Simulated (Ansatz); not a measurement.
Steps of a relaxation of CH$_{7}$GeNO, SMILES `[NH2][GeH2][CH2]O` with RKS PBE0-D4/def2-TZVP.

```sh
$ ansatz run in.yaml --threads 4 --pin off --events-out ev --progress --plain --max-ram 10444MiB
```

```yaml
crystal:
  periodic: [false, false, false]
  atoms:
    - {symbol: N, position_ang: [-1.243278, 0.849994, -0.219650]}
    - {symbol: Ge, position_ang: [0.610606, 0.597278, -0.476919]}
    - {symbol: C, position_ang: [0.743328, -1.067487, 0.609409]}
    - {symbol: O, position_ang: [-0.461032, -1.761745, 0.391683]}
    - {symbol: H, position_ang: [-1.466532, 1.524207, 0.522486]}
    - {symbol: H, position_ang: [-1.737603, 1.153451, -1.066546]}
    - {symbol: H, position_ang: [1.449401, 1.824442, -0.005213]}
    - {symbol: H, position_ang: [0.791708, 0.352911, -1.998100]}
    - {symbol: H, position_ang: [1.605655, -1.690547, 0.289576]}
    - {symbol: H, position_ang: [0.919706, -0.792352, 1.681737]}
    - {symbol: H, position_ang: [-1.146559, -1.047052, 0.292237]}
basis:
  gaussian: {orbitals: def2-TZVP}
hamiltonian: {xc: pbe0, dispersion: d4}
relax: {f_tol: 0.005, max_steps: 150}
```

Positions (Å) and forces (eV/Å) along the path, 7 of 7 steps:

```xyz
11
step=1 energy=-61195.9795 eV
N    -1.243    0.850   -0.220   -0.103    0.687   -0.152
Ge    0.611    0.597   -0.477   -0.263   -0.044    0.049
C     0.743   -1.067    0.609    0.614    0.088    0.119
O    -0.461   -1.762    0.392   -0.285    0.671    0.122
H    -1.467    1.524    0.522    0.138   -0.417   -0.472
H    -1.738    1.153   -1.067    0.313   -0.193    0.544
H     1.449    1.824   -0.005   -0.143   -0.228   -0.057
H     0.792    0.353   -1.998    0.010    0.043    0.226
H     1.606   -1.691    0.290   -0.519    0.266    0.147
H     0.920   -0.792    1.682   -0.208   -0.225   -0.569
H    -1.147   -1.047    0.292    0.447   -0.648    0.043
11
step=2 energy=-61196.0276 eV
N    -1.248    0.871   -0.228    0.098    0.232   -0.092
Ge    0.592    0.592   -0.473   -0.176   -0.035    0.052
C     0.752   -1.062    0.602    0.269    0.076    0.100
O    -0.449   -1.770    0.427   -0.300    0.339   -0.032
H    -1.465    1.545    0.500    0.041   -0.145   -0.107
H    -1.730    1.170   -1.070    0.082   -0.083    0.136
H     1.427    1.798    0.010   -0.003   -0.036    0.011
H     0.796    0.358   -1.981    0.005    0.007    0.024
H     1.594   -1.687    0.278   -0.147    0.105    0.008
H     0.933   -0.795    1.661   -0.058   -0.061   -0.184
H    -1.137   -1.079    0.295    0.189   -0.401    0.084
11
step=3 energy=-61196.0394 eV
N    -1.241    0.883   -0.250    0.061    0.032   -0.006
Ge    0.587    0.598   -0.471   -0.134   -0.047    0.021
C     0.748   -1.051    0.594    0.016   -0.026    0.012
O    -0.449   -1.777    0.453   -0.014    0.018   -0.002
H    -1.470    1.543    0.478   -0.029    0.056    0.077
H    -1.716    1.176   -1.090   -0.058    0.004   -0.083
H     1.428    1.783    0.037    0.040    0.038    0.021
H     0.809    0.371   -1.973    0.025   -0.001   -0.045
H     1.578   -1.663    0.241    0.049   -0.077   -0.021
H     0.949   -0.801    1.643    0.032    0.040    0.063
H    -1.158   -1.119    0.358    0.013   -0.038   -0.037
11
step=4 energy=-61196.0425 eV
N    -1.249    0.905   -0.252    0.045   -0.013    0.006
Ge    0.574    0.593   -0.468   -0.022    0.020   -0.006
C     0.755   -1.056    0.596   -0.042    0.016   -0.016
O    -0.439   -1.791    0.462    0.000   -0.032   -0.003
H    -1.475    1.573    0.471   -0.008    0.007    0.027
H    -1.726    1.187   -1.096   -0.011   -0.007   -0.031
H     1.428    1.771    0.043    0.020    0.022    0.014
H     0.807    0.370   -1.970   -0.001   -0.007   -0.023
H     1.585   -1.667    0.241    0.038   -0.028   -0.020
H     0.959   -0.800    1.644    0.020    0.017    0.054
H    -1.152   -1.143    0.350   -0.037    0.005   -0.001
11
step=5 energy=-61196.0429 eV
N    -1.247    0.906   -0.252    0.003    0.015   -0.004
Ge    0.575    0.595   -0.468   -0.003    0.001    0.000
C     0.753   -1.055    0.596   -0.006    0.000   -0.004
O    -0.440   -1.792    0.462    0.001    0.002   -0.003
H    -1.475    1.575    0.471   -0.003   -0.008    0.002
H    -1.727    1.183   -1.097    0.001   -0.007   -0.001
H     1.431    1.772    0.045    0.003    0.000    0.001
H     0.807    0.370   -1.972    0.000    0.001   -0.003
H     1.585   -1.667    0.240    0.006   -0.005   -0.003
H     0.959   -0.799    1.645    0.003    0.002    0.011
H    -1.155   -1.146    0.350   -0.006   -0.001    0.005
11
step=6 energy=-61196.0429 eV rejected
N    -1.244    0.909   -0.253   -0.004   -0.008    0.003
Ge    0.577    0.596   -0.469   -0.012    0.017    0.003
C     0.754   -1.055    0.596   -0.006   -0.001   -0.004
O    -0.440   -1.790    0.460   -0.007   -0.023    0.006
H    -1.480    1.571    0.473    0.008    0.001   -0.002
H    -1.729    1.179   -1.097    0.010    0.000   -0.002
H     1.435    1.771    0.045    0.002    0.002    0.000
H     0.807    0.373   -1.973    0.001   -0.004    0.000
H     1.585   -1.669    0.241    0.001    0.003   -0.005
H     0.959   -0.799    1.645    0.000    0.005    0.001
H    -1.157   -1.143    0.352    0.007    0.009   -0.001
11
step=7 energy=-61196.0429 eV
N    -1.246    0.908   -0.253   -0.002    0.004    0.001
Ge    0.575    0.596   -0.468    0.000    0.001   -0.001
C     0.753   -1.055    0.596    0.000    0.000    0.000
O    -0.440   -1.792    0.462   -0.001    0.000    0.001
H    -1.478    1.573    0.472    0.000   -0.002    0.000
H    -1.727    1.182   -1.098    0.002   -0.002   -0.001
H     1.433    1.772    0.046    0.000   -0.001    0.000
H     0.807    0.371   -1.972    0.000    0.000    0.000
H     1.585   -1.667    0.239    0.000    0.001    0.000
H     0.960   -0.799    1.645    0.000   -0.001    0.000
H    -1.156   -1.146    0.352    0.001    0.000    0.001
```

Hardware: 4 threads of an Arm Neoverse N1 on a shared host. Wall time 40 s, peak host memory 0.46 GiB.
